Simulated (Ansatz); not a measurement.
BMe2(CH2SiH3) (C3H11BSi). Charge 0, multiplicity 3. Geometry PBE0-D4/def2-SVP, that of the neutral singlet; atoms count from 1.

Cartesian coordinates in Å:
```
B -0.4557 0.1826 0.4487
C -1.1106 -1.0623 1.1560
H -2.1092 -1.3281 0.7766
H -1.2497 -0.7674 2.2152
H -0.4724 -1.9597 1.1714
C -1.3749 1.2497 -0.2554
H -0.8805 2.1963 -0.5206
H -2.2808 1.4659 0.3356
H -1.7461 0.7963 -1.1953
C 1.1024 0.3232 0.4148
Si 1.7445 -0.4049 -1.2061
H 1.4442 1.3722 0.4212
H 1.6127 -0.2362 1.2171
H 1.3607 -1.8456 -1.3307
H 1.1793 0.3301 -2.3800
H 3.2362 -0.3123 -1.2685
```

At PBE0-D4/def2-TZVP a singlet of charge 0 lies 5.75 eV below the triplet at the same geometry.

Estimate the Mulliken populations from the PBE0/def2-TZVP orbitals of Ansatz.


```csv
atom,charge (e),spin (α − β)
B1,-0.10,1.04
C2,-0.43,0.06
H3,0.15,0.05
H4,0.14,0.04
H5,0.13,0.01
C6,-0.43,0.06
H7,0.12,0.01
H8,0.14,0.04
H9,0.15,0.05
C10,-0.29,0.39
Si11,0.15,0.15
H12,0.15,0.01
H13,0.16,0.01
H14,-0.01,-0.01
H15,-0.01,-0.01
H16,-0.02,0.11
```
Mulliken values depend strongly on the basis.

Where does the spin sit?

Summed by element: B 1.04, C 0.50, H 0.31, Si 0.15, of 2 unpaired in all. Largest on single atoms: B1 1.04, C10 0.39, Si11 0.15.

And the Mayer bond orders between heavy atoms (over 0.3)?

B1–C2 0.98 (1.57 Å); B1–C6 1.02 (1.57 Å); B1–C10 0.78 (1.56 Å); C10–Si11 0.92 (1.89 Å).
